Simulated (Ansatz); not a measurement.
```xyz
14

C    -0.0482   -0.0073   -0.0109
C    -0.0075    0.8079    1.2554
C    -0.0392    0.0065    2.5065
C    -0.0197    0.8678    3.7610
H     0.0443    0.6281   -0.8873
H     0.9053   -0.6670   -0.0434
H    -0.8796   -0.6595    0.0242
H    -0.9237    1.5120    1.2907
H     0.8323    1.5013    1.2729
H     0.9183   -0.6407    2.5026
H    -0.8820   -0.6694    2.5778
H     0.0329    0.2245    4.6480
H     0.8929    1.5344    3.8128
H    -0.8451    1.4707    3.8369
```

Basis set: cc-pVDZ (spherical functions). Correlated methods keep 4 orbitals frozen. Charge 0, multiplicity 1.

Computed with Ansatz (development build ahead of 0.2.0); each method stands on the lowest determinant of its kind that the runs found. Restricted open shells among the atoms or ions are ROHF, correlated in semicanonical orbitals with singles.

The atomization energy at this shape (free ground-state atoms in the same class of orbitals less the molecule, no zero-point energy) of singlet C4H10:

```json
{"method": "RHF", "atomization energy": "985.54 kcal/mol"}
```

**Question.** What does RHF-MP2 give?

**Answer.** 1216.15 kcal/mol. Caution: the shape is not the minimum.
